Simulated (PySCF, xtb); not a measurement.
SeI2, SMILES I[Se]I.

The structure is a stationary point at B3LYP-D3(BJ)/def2-SVP. The def2 effective core potentials stand for the cores of I; spin–orbit coupling is left out.

These are IEF-PCM-ωB97X/def2-SVP (PySCF) values and carry that method's errors.

The values are the electrostatic part of the solvation free energy, E(continuum) − E(gas) at the gas-phase geometry, in a cavity of scaled van der Waals radii (PySCF's table); cavitation and dispersion terms are not included. In vacuum the orbital gap is 7.34 eV. The dipole moment in vacuum is 0.07 D.

Computed values in water (ε = 78.36), dichloromethane (ε = 8.93), dimethylsulfoxide (ε = 46.83):
```json
[
 {"solvent": "water", "ε": "78.36", "ΔG(elec) (kcal/mol)": "-2.2", "dipole (D)": "0.05", "gap (eV)": "7.45"},
 {"solvent": "dichloromethane", "ε": "8.93", "ΔG(elec) (kcal/mol)": "-1.9", "dipole (D)": "0.06", "gap (eV)": "7.43"},
 {"solvent": "dimethylsulfoxide", "ε": "46.83", "ΔG(elec) (kcal/mol)": "-2.2", "dipole (D)": "0.05", "gap (eV)": "7.45"}
]
```

For comparison, GFN2-xTB/ALPB(water) (xtb, at the GFN2-xTB geometry, all terms of that model) gives -1.7 kcal/mol.
